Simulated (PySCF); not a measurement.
Molecule: C4H2BrSe (charge -1, singlet). It need not be the lowest isomer of its formula. Whether it binds its extra electron was not tested at this geometry. 
Geometry from a B3LYP-D3(BJ)/def2-TZVP (Ansatz) optimisation:
SMILES: Brc1[c-][se]cc1
```xyz
8

Br     2.0980    -1.0928    -0.3480
C      0.3139    -0.2205    -0.0741
C      0.2372     1.0394     0.4098
Se    -1.6502     1.3204     0.4517
C     -2.0062    -0.4148    -0.2311
C     -0.8146    -1.0351    -0.4285
H     -2.9913    -0.8160    -0.4208
H     -0.7146    -2.0425    -0.8141
```
Charge -1, spin multiplicity 1.

Dispersion corrections to the total energy (kcal/mol) from the dftd3 and dftd4 libraries through PySCF: D3(BJ) without and D4 with the three-body term, each with the damping fitted for the functional named.

| functional | D3(BJ) | D4 |
|---|---|---|
| HSE06 | -4.75 | … |
| TPSSh | -7.72 | -9.00 |
| PBE0 | -5.73 | … |
| BP86 | -11.37 | -10.19 |
| B3LYP | -11.89 | … |
| PBE | -6.32 | -7.35 |
| BLYP | -14.40 | -16.26 |

Complete the blanks.


- HSE06, D4: -5.85
- PBE0, D4: -6.23
- B3LYP, D4: -12.06
